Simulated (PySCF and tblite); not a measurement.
Results of a calculation; reference values are marked as such.
C9H11FO, numbered as in [CH3:1][CH:2]([CH3:3])[c:4]1[cH:5][cH:6][c:7]([OH:8])[c:9]([F:10])[cH:11]1. Free energies: PBE0-D3(BJ)/pcSseg-1 on GFN2-xTB structures plus GFN2-xTB thermal terms, symmetry and mirror images included. Conformers within 3 kcal/mol (GFN2-xTB free energy) were kept, 8 at most. GIAO shieldings: PBE0/pcSseg-1. Shifts are against TMS (¹H), TMS (¹³C), CFCl3 (¹⁹F) at the same level. Run with PySCF (density fitting) and tblite.

Torsions listed: C1–C2–C4–C5, C6–C7–O8–H8.

```json
{"conformer": "1", "shape": "118°, 180°", "point group": "Cs", "mirror pair": "no", "ΔE(DFT)": "0.00", "Δ(G−E) at 298.15 K": "0.00", "δ C11 (ppm)": "117.4"}
{"conformer": "2", "shape": "-62°, 180°", "point group": "Cs", "mirror pair": "no", "ΔE(DFT)": "0.16", "Δ(G−E) at 298.15 K": "0.02", "δ C11 (ppm)": "120.6"}
{"conformer": "3", "shape": "118°, 0°", "point group": "Cs", "mirror pair": "no", "ΔE(DFT)": "2.98", "Δ(G−E) at 298.15 K": "-0.08", "δ C11 (ppm)": "120.1"}
{"conformer": "4", "shape": "-62°, 0°", "point group": "Cs", "mirror pair": "no", "ΔE(DFT)": "3.17", "Δ(G−E) at 298.15 K": "-0.06", "δ C11 (ppm)": "123.5"}
```

Energies in kcal/mol; the thermal term leaves out symmetry numbers and mirror images.

Problem. Work out the weights at 298.15 K and the ¹³C shift of C11 under fast exchange.

Solution. RT = 0.592 kcal/mol. Each conformer gets RT ln(σ/g), with σ the rotational symmetry number and g = 2 for a mirror pair: 1: σ = 1, g = 1, G = 0.00 + 0.00 + 0.00 = 0.00, 0.00 above the lowest, exp(−ΔG/RT) = 1.000; 2: σ = 1, g = 1, G = 0.16 + 0.02 + 0.00 = 0.19, 0.19 above the lowest, exp(−ΔG/RT) = 0.730; 3: σ = 1, g = 1, G = 2.98 − 0.08 + 0.00 = 2.90, 2.90 above the lowest, exp(−ΔG/RT) = 0.008; 4: σ = 1, g = 1, G = 3.17 − 0.06 + 0.00 = 3.10, 3.10 above the lowest, exp(−ΔG/RT) = 0.005. The sum is 1.743, so the weights are 57.3, 41.9, 0.4, 0.3 %. The averaged shift is 118.7 ppm. At 298.15 K the leading conformer alone gives 117.4 ppm and bare DFT energies give 118.8 ppm.


Conformer gaps in pcSseg-1 on xTB geometries can be 2 kcal/mol off for S=O, P=O and other polar bonds.